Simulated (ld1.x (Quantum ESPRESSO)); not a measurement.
## Ranking TM potentials for Cl (Z = 17)

All share these settings but for the change named:

Cl, norm-conserving Troullier–Martins (Kleinman–Bylander form), made with ld1.x (Quantum ESPRESSO) 7.5 (LDA (PZ), scalar-relativistic). Core [Ne], reference 3s2 3p5. Waves: 3p (bound): rc 1.35 bohr; 3s (bound): rc 1.35 bohr. Local part: the s channel. Core correction: a·sin(br)/r model core inside 1.00 bohr.

Cutoff: the first of the cutoffs (Ry, on a coarse ladder) from which the occupation-weighted sum of valence levels, in a spherical-Bessel basis at the reference potential, stays within 10 and 1 mRy of its value at 400 Ry; the density cutoff is not measured.

The base gives 50 Ry.

Of 8 variants that were run, those that failed, showed a ghost or another fault, or gave nearly equal values are left out.

A variant can come out equal or close to the base.

Problem. Rank these variants from softest to hardest (loose cutoff).
A. wave 3p (bound): rc 1.35 bohr becomes 3p (bound): rc 1.00 bohr
B. type ultrasoft; waves now 3s (bound): rcut 1.15, rcutus 1.35 bohr; 3s channel at 0.15 Ry: rcut 1.15, rcutus 1.35 bohr; 3p (bound): rcut 1.15, rcutus 1.35 bohr; 3p channel at 0.3 Ry: rcut 1.15, rcutus 1.35 bohr; local potential all-electron potential smoothed inside 1.10 bohr (lloc = -2); augmentation built from norm-conserving waves at rcut, not smoothed further
C. all radii but the core radius scaled by about 1.21 (s 1.64, p 1.64 bohr)
D. wave 3s (bound): rc 1.35 bohr becomes 3s (bound): rc 1.16 bohr

Solution. B (25 Ry), C (40 Ry), D (50 Ry), A (120 Ry).
